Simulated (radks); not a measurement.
Task: The ytterbium ion Yb4+, 66 electrons, occupied as [Xe] 4f12. All-electron calculation, Dirac Kohn-Sham, LDA (Slater exchange, Perdew-Wang correlation), spin-unpolarised, spherical densities, point nucleus; open shells are shared between the two j in proportion to 2j + 1. Program: a radial shooting solver on a logarithmic mesh with Libxc functionals.

Spin-orbit splittings of the eigenvalues, e(l+1/2) - e(l-1/2), with zeta = 2 splitting/(2l+1) and mean radii in bohr:

shell  occ.  splitting (eV)  zeta (eV)  <r> j=l-1/2  <r> j=l+1/2
2p        6            1046      697.2      0.06875      0.07625
3p        6           221.9      147.9       0.2062       0.2203
3d       10           48.50      19.40       0.1936       0.1979
4p        6           50.74      33.83       0.4945       0.5268
4d       10               ?          ?       0.5502       0.5615
4f       12           1.481     0.4230       0.6912       0.7018
5p        6           7.342      4.895        1.279        1.370

Estimate the 4d splitting.

Result: 9.296 eV (zeta = 3.718 eV).
